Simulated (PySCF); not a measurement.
CdSe, SMILES [Se]=[Cd].

Geometry optimised at B3LYP-D3(BJ)/def2-TZVP. The def2 effective core potentials stand for the cores of Cd; spin–orbit coupling is left out.

Computed with PySCF with PBE/def2-TZVPD.

Gas-phase values at a fixed geometry.

```json
{
 "total_energy": "-2568.95120 hartree",
 "point_group": "C∞v",
 "highest_occupied_level": "-5.13 eV",
 "lowest_empty_level": "-4.88 eV",
 "orbital_gap": "0.25 eV",
 "dipole_moment": "5.22 D",
 "quadrupole, principal values (traceless, Buckingham form, about the centre of nuclear charge)": "-3.66, -3.66, 7.32 D·Å",
 "mean_static_polarisability": "77.6 bohr³ (11.50 Å³)",
 "polarisability_principal_values": "63.9, 63.9, 105.0 bohr³"
}
```
